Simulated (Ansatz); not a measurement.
Species: NO, charge 0, multiplicity 4. The spin state was set by rule; other spins were not relaxed. 
Geometry from a B3LYP-D3(BJ)/def2-TZVP (Ansatz, a program for electronic structure) optimisation:
```xyz
2

N      0.0000     0.0000    -0.7573
O      0.0000     0.0000     0.6627
```
Charge 0, spin multiplicity 4.

Basis-set convergence of Hartree-Fock and CCSD correlation energies (hartree) with Ansatz. Correlated levels leave the core frozen unless marked. Open shells are spin-unrestricted. No spin-orbit coupling. No relativistic terms.

```csv
basis,functions,E(HF),"E(corr, CCSD)"
cc-pVDZ,28,-129.15884,-0.26704
cc-pVTZ,60,-129.19455,-0.33926
cc-pVQZ,110,-129.20390,-0.36265
cc-pV5Z,182,-129.20632,-0.37112
```

Extrapolating the two largest sets (X = 4 and 5) as X^-3: E(corr) = (125·(-0.37112) - 64·(-0.36265))/61 = -0.3800 Eh, an estimate of the basis-set limit. The largest set recovers 97.7 % of it, the smallest 70.3 %.
